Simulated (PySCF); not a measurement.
CH3BrMgO, SMILES [O](C)[Mg][Br].

Geometry optimised at PBE-D3(BJ)/def2-SVP. The structure was generated by enumeration; whether it is a known compound was not checked. One conformer was computed; it need not be the lowest.

These are CAM-B3LYP/def2-TZVPD (PySCF) values and carry that method's errors.

Symmetry labels are those of the subgroup Cs that the program uses (full group C3v).

Computed valence orbital energies around the gap with their symmetry:
```
orbital  symmetry  energy (eV)
-------  --------  -----------
HOMO−7         A'       -13.87
HOMO−6         A"       -13.43
HOMO−5         A'       -13.43
HOMO−4         A'       -10.70
HOMO−3         A'        -9.57
HOMO−2         A"        -9.57
HOMO−1         A'        -8.92
HOMO           A"        -8.92
LUMO           A'        -0.86
LUMO+1         A"         0.47
LUMO+2         A'         0.47
LUMO+3         A'         0.94
```
